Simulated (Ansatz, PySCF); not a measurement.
Complex: COS (SMILES O=C=S) (first 3 atoms) with H2 (SMILES [H][H]); geometry from B3LYP-D3(BJ)/def2-TZVP.
(charge 0, multiplicity 1):
```xyz
5

O      1.42889     0.60525     0.11110
C      0.38897     0.17319    -0.14695
S     -1.01720    -0.41114    -0.49456
H      0.47027     0.19333     3.02195
H     -0.21462    -0.09248     2.96601
```

Basis-set superposition error: the interaction energy with monomers in their own basis, and in the dimer's basis (counterpoise).

Programs: Ansatz (a program for electronic structure); PySCF for 6-31G* rows, M06-2X. 

```csv
level,uncorrected (kcal/mol),counterpoise (kcal/mol),difference
HF/aug-cc-pV(D+d)Z,0.16,0.25,0.09
SVWN5/def2-TZVPPD,-1.06,-1.04,0.02
PBE/def2-TZVPPD,-0.26,-0.25,0.01
BLYP/def2-TZVPPD,0.43,0.45,0.02
revPBE/def2-TZVPPD,0.32,0.34,0.02
B3LYP/6-31G*,0.03,0.27,0.24
BHLYP/def2-TZVPPD,-0.06,-0.05,0.01
M06-2X/def2-TZVPPD,-0.42,-0.41,0.02
wB97X-V/def2-TZVPPD,-0.52,-0.51,0.01
MP2/aug-cc-pV(T+d)Z,-0.63,-0.50,0.13
```

The error is largest for B3LYP/6-31G* (0.24 kcal/mol) and smallest for wB97X-V/def2-TZVPPD (0.01 kcal/mol).
